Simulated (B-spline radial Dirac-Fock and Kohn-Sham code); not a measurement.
## Form factor and incoherent scattering function of Hg⁵⁺

System: Hg⁵⁺ in the configuration [Xe] 4f14 5d7.

Method: configuration-average Dirac-Fock orbitals. Computed with a radial B-spline solver. f₀ is the Fourier transform of the spherical electron density, S the Waller-Hartree incoherent function, and s = sin θ/λ.

```
s (Å⁻¹)      f₀       S
      0  75.000   0.000
   0.05  74.441   0.540
    0.1  72.832   2.016
   0.15  70.357   4.089
    0.2  67.270   6.405
   0.25  63.840   8.731
    0.3  60.304  10.979
   0.35  56.839  13.147
    0.4  53.559  15.254
   0.45  50.518  17.309
    0.5  47.732  19.305
    0.6  42.862  23.050
    0.7  38.739  26.368
    0.8  35.149  29.244
    0.9  31.956  31.761
      1  29.095  34.025
    1.1  26.544  36.112
    1.2  24.298  38.068
    1.4  20.690  41.666
    1.6  18.114  44.921
    1.8  16.297  47.868
      2  14.948  50.499
    2.5  12.358  55.660
      3  10.045  59.203
    3.5   8.077  61.779
      4   6.641  63.781
      5   5.090  66.728
      6   4.310  68.763
```

f₀ starts at the number of electrons, 75, and has fallen to half at s ≈ 0.73 Å⁻¹. The sum of ⟨r²⟩ over the electrons is 30.64 bohr².
